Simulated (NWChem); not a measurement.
# Basis-set convergence for BeCl2

```xyz
3

Be     0.0000     0.0000     0.0000
Cl     0.0000     0.0000     1.8144
Cl     0.0000     0.0000    -1.8144
```
Charge 0, spin multiplicity 1.

The numbers come from NWChem runs, not from measurements. The geometry was optimised at PBE/def2-SVP, a minimum by its harmonic frequencies.

Quantity: vertical ionisation energy at the level ΔMP2 (Δ: difference of total energies, the cation a doublet at the parent's geometry with its hole in an orbital of symmetry b3g (D2h labels); it is the state that the SCF runs reached, from PBE0 orbitals for Hartree-Fock references, and need not be the lowest).

The correlated methods keep 11 core orbitals frozen. The Pople sets run with spherical d functions. The structure started from a generated list of species. The stability of the SCF solutions was not checked. Open-shell Hartree-Fock references start from PBE0 orbitals; any time given for them includes that run.

Relative cost: rough, from shared machines, SCF included, 3-21G = 1.

In cc-pVQZ the value is 12.60 eV. Among 3-21G, pcseg-1, 6-31+G*, aug-pcseg-1, 6-311++G**, def2-TZVP, def2-TZVPP, def2-TZVPD, aug-cc-pVTZ, which is the smallest basis within 0.2 eV of it?

def2-TZVP, with 93 functions against 173 and about 8 % of the time (also within reach: def2-TZVPP, def2-TZVPD, aug-cc-pVTZ). cc-pVQZ isn't the basis-set limit itself, and a small set can land close by cancellation.

| basis | functions | vertical ionisation energy (eV) | relative cost |
|---|---|---|---|
| 3-21G | 35 | 12.06 | 1 |
| pcseg-1 | 45 | 12.27 | under 3 |
| 6-31+G* | 62 | 12.16 | under 3 |
| aug-pcseg-1 | 67 | 12.35 | under 3 |
| 6-311++G** | 82 | 12.20 | under 3 |
| def2-TZVP | 93 | 12.45 | 4 |
| def2-TZVPP | 103 | 12.45 | 4 |
| def2-TZVPD | 114 | 12.49 | 7 |
| aug-cc-pVTZ | 146 | 12.54 | 30 |
| cc-pVQZ | 173 | 12.60 | 50 |
